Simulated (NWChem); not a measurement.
## Atomisation of C₃H₁₀Si

```
Si
H 1 1.4977
H 1 1.4977 2 107.28
C 1 1.8895 2 109.60 3 118.92
H 4 1.1020 1 110.96 2 -58.74
H 4 1.1023 5 107.80 1 121.87
H 4 1.1023 5 107.80 6 116.26
C 1 1.8971 2 109.35 3 -118.48
H 8 1.1055 1 107.76 2 -178.14
H 8 1.1055 9 105.56 1 -114.94
C 8 1.5358 9 110.17 10 -118.92
H 11 1.1027 8 111.59 9 178.11
H 11 1.1027 12 107.16 8 -122.44
H 11 1.1027 12 107.24 13 -114.88
```
Charge 0, spin multiplicity 1.

Everything below was run with NWChem. Structure: optimised with B3LYP/def2-SVP, a minimum by its harmonic frequencies. It is one conformer; others weren't searched.

Basis set: def2-TZVP. The atomisation energy is electronic alone: no zero-point, thermal, spin-orbit or counterpoise terms. No value is extrapolated to the basis-set limit. Free atoms are single determinants with multiplicities C 3, Si 3, H 2. Correlated methods freeze the same cores in atoms and molecule, 8 orbitals in all.

B3LYP has NWChem's definition, with VWN1-RPA local correlation. The structure started from a generated list of species. The stability of the SCF solutions was not checked. Open-shell Hartree-Fock references start from PBE0 orbitals.

### Question
Order these methods by the atomisation energy they give, lowest first: CAM-B3LYP, HF, TPSS, PBE0, MP2, B3LYP.

### Answer
HF (939.8 kcal/mol), MP2 (1181.9 kcal/mol), B3LYP (1214.4 kcal/mol), PBE0 (1218.3 kcal/mol), CAM-B3LYP (1222.8 kcal/mol), TPSS (1232.1 kcal/mol)
